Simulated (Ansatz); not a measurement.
Relaxation of Cl₂FHHfO (6 atoms, charge 0, multiplicity 1), to a largest force component of 0.02 eV/Å in at most 40 steps.

The calculation used Ansatz, RKS PBE/def2-SVP.

```xyz
6
Properties=species:S:1:pos:R:3:forces:R:3
Hf 0.000 0.000 0.000 0.25 0.29 -0.33
F 0.000 0.000 1.980 0.05 -0.04 -1.85
O 1.952 0.000 -0.689 -2.17 -1.49 0.78
H 2.268 -0.952 -0.806 -0.11 1.29 0.04
Cl -1.187 2.056 -0.839 0.98 -1.59 0.67
Cl -1.187 -2.056 -0.839 1.01 1.56 0.68
```

Where does it end, and by what steps?

The forces met the threshold. After 8 steps the energy has fallen by 0.804 eV; H4 moved furthest, 0.62 Å.

| step | energy less start (eV) | largest force component (eV/Å) | accepted |
| --- | --- | --- | --- |
| 0 | 0.0000 | 2.171 | yes |
| 1 | -0.5764 | 1.280 | yes |
| 2 | -0.6846 | 0.615 | yes |
| 3 | -0.7145 | 0.385 | yes |
| 4 | -0.7659 | 0.399 | yes |
| 5 | -0.7951 | 0.433 | yes |
| 6 | -0.8024 | 0.098 | yes |
| 7 | -0.8037 | 0.028 | yes |
| 8 | -0.8038 | 0.008 | yes |

```xyz
6
Properties=species:S:1:pos:R:3
Hf -0.079 -0.106 -0.012
F -0.062 -0.036 1.900
O 1.709 -0.339 -0.626
H 2.628 -0.459 -0.901
Cl -0.948 1.925 -0.850
Cl -1.402 -1.938 -0.704
```

Whether the end is a true minimum wasn't checked by a vibrational analysis.

The run took 76 s on 1 thread of Arm Neoverse N1, on a shared host, peak memory 0.19 GiB.
